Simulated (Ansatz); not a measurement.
Ansatz (an electronic-structure program) job for tetrasiletane (H8Si4), SMILES [SiH2]1[SiH2][SiH2][SiH2]1, PBE-D3(BJ)/def2-SVP. 

Ansatz 0.2 input:
```yaml
crystal:
  periodic: [false, false, false]
  atoms:
    - {symbol: Si, position_ang: [1.14534257, 1.14534256, -0.28517628]}
    - {symbol: Si, position_ang: [1.14534256, -1.14534256, 0.28517628]}
    - {symbol: Si, position_ang: [-1.14534256, -1.14534256, -0.28517627]}
    - {symbol: Si, position_ang: [-1.14534256, 1.14534256, 0.28517627]}
    - {symbol: H, position_ang: [2.08638916, 2.08638916, 0.39440814]}
    - {symbol: H, position_ang: [1.28018553, 1.28018553, -1.77076914]}
    - {symbol: H, position_ang: [1.28018554, -1.28018554, 1.77076914]}
    - {symbol: H, position_ang: [2.08638916, -2.08638916, -0.39440814]}
    - {symbol: H, position_ang: [-2.08638917, -2.08638916, 0.39440813]}
    - {symbol: H, position_ang: [-1.28018554, -1.28018553, -1.77076913]}
    - {symbol: H, position_ang: [-1.28018553, 1.28018554, 1.77076913]}
    - {symbol: H, position_ang: [-2.08638916, 2.08638916, -0.39440813]}
basis:
  gaussian:
    orbitals: def2-SVP
hamiltonian:
  xc: pbe
  dispersion: d3bj
relax: {f_tol: 0.002, max_steps: 200}
```

Output:

```
WARN ansatz: RAYON_NUM_THREADS=2 ignored (pool sized by the plan → 2); use --threads N
Functional definition: PBE
integrals: 0.06 GiB planned
1248 factors; their error is unknown
mean field: 0.33 GiB planned
mean field evaluation 1: about -31612.5579 eV, gradient 1.7e1 eV
mean field evaluation 2: about -31613.6399 eV, gradient 7.5e0 eV
mean field evaluation 4: about -31613.8845 eV, gradient 3.6e-1 eV
mean field evaluation 8: about -31613.7545 eV, gradient 1.5e-1 eV
mean field evaluation 16: about -31613.7545 eV, gradient 7.4e-5 eV
mean field -31613.75454017 eV, -1161.7840507786 hartree, gradient 7.4e-5 eV, S^2 0.000000; 0 other end points of the search recorded, 0 dependent functions left out
the calculation of the forces begins
reference -31613.75458136 eV, -1161.7840522926 hartree; 32, 32 occupied and 80, 80 virtual orbitals, 1248 factors
relax step   1: F+E_penalty+E_count = -31614.11756945 eV  Δ(F+E_penalty+E_count) = +0.000e0 eV  max|allowed force component| = 1.734e-1 eV/Å  Δτ_max = 0.0000 Å  (25 SCF iters, accepted)
these checks for a lower state are left out or cut short: starts, cluster_reference, orbital_swaps, neighbouring_geometries, increment
integrals: 0.06 GiB planned
1248 factors; their error is unknown
mean field: 0.33 GiB planned
mean field -31613.76512280 eV, -1161.7844396831 hartree, gradient 1.6e-5 eV, S^2 0.000000; 0 other end points of the search recorded, 0 dependent functions left out
the calculation of the forces begins
reference -31613.76516411 eV, -1161.7844412012 hartree; 32, 32 occupied and 80, 80 virtual orbitals, 1248 factors
relax step   2: F+E_penalty+E_count = -31614.12664616 eV  Δ(F+E_penalty+E_count) = -9.077e-3 eV  max|allowed force component| = 4.708e-2 eV/Å  Δτ_max = 0.0161 Å  (28 SCF iters, accepted)
these checks for a lower state are left out or cut short: starts, cluster_reference, orbital_swaps, neighbouring_geometries, increment
integrals: 0.06 GiB planned
1248 factors; their error is unknown
mean field: 0.33 GiB planned
mean field -31613.76595007 eV, -1161.7844700848 hartree, gradient 1.0e-5 eV, S^2 0.000000; 0 other end points of the search recorded, 0 dependent functions left out
the calculation of the forces begins
reference -31613.76599142 eV, -1161.7844716044 hartree; 32, 32 occupied and 80, 80 virtual orbitals, 1248 factors
relax step   3: F+E_penalty+E_count = -31614.12721044 eV  Δ(F+E_penalty+E_count) = -5.643e-4 eV  max|allowed force component| = 1.031e-2 eV/Å  Δτ_max = 0.0051 Å  (21 SCF iters, accepted)
these checks for a lower state are left out or cut short: starts, cluster_reference, orbital_swaps, neighbouring_geometries, increment
integrals: 0.06 GiB planned
1248 factors; their error is unknown
mean field: 0.33 GiB planned
mean field evaluation 32: about -31613.8970 eV, gradient 2.0e-1 eV
mean field -31613.76599268 eV, -1161.7844716508 hartree, gradient 6.9e-5 eV, S^2 0.000000; 0 other end points of the search recorded, 0 dependent functions left out
the calculation of the forces begins
reference -31613.76603404 eV, -1161.7844731707 hartree; 32, 32 occupied and 80, 80 virtual orbitals, 1248 factors
relax step   4: F+E_penalty+E_count = -31614.12724922 eV  Δ(F+E_penalty+E_count) = -3.878e-5 eV  max|allowed force component| = 1.500e-3 eV/Å  Δτ_max = 0.0017 Å  (18 SCF iters, accepted)
integrals: 0.06 GiB planned
1248 factors; their error is unknown
mean field: 0.33 GiB planned
mean field -31613.76599268 eV, -1161.7844716508 hartree, gradient 6.9e-5 eV, S^2 0.000000; 1 other end points of the search recorded, 0 dependent functions left out
the calculation of the forces begins
reference -31613.76603404 eV, -1161.7844731707 hartree; 32, 32 occupied and 80, 80 virtual orbitals, 1248 factors
Total energy: -31614.12729058 eV, -1161.7977491037 hartree
Atom 0 at     1.150210     1.150210    -0.284814 Å, force    -0.000615    -0.000615    -0.001219 eV/Å
Atom 1 at     1.150210    -1.150210     0.284815 Å, force    -0.000613     0.000613     0.001219 eV/Å
Atom 2 at    -1.150210    -1.150210    -0.284814 Å, force     0.000615     0.000615    -0.001219 eV/Å
Atom 3 at    -1.150210     1.150210     0.284815 Å, force     0.000613    -0.000613     0.001219 eV/Å
Atom 4 at     2.099499     2.099499     0.396567 Å, force    -0.001500    -0.001500    -0.000148 eV/Å
Atom 5 at     1.288191     1.288191    -1.780323 Å, force     0.001245     0.001245     0.000731 eV/Å
Atom 6 at     1.288190    -1.288190     1.780323 Å, force     0.001246    -0.001246    -0.000731 eV/Å
Atom 7 at     2.099499    -2.099499    -0.396567 Å, force    -0.001499     0.001499     0.000149 eV/Å
Atom 8 at    -2.099499    -2.099499     0.396567 Å, force     0.001500     0.001500    -0.000148 eV/Å
Atom 9 at    -1.288191    -1.288191    -1.780323 Å, force    -0.001245    -0.001245     0.000731 eV/Å
Atom 10 at    -1.288190     1.288190     1.780323 Å, force    -0.001246     0.001246    -0.000731 eV/Å
Atom 11 at    -2.099499     2.099499    -0.396567 Å, force     0.001499    -0.001499     0.000149 eV/Å
Dipole moment:     0.000000    -0.000000     0.000000 e Å
```

The run converged.

Cost: roughly 19 core-seconds.
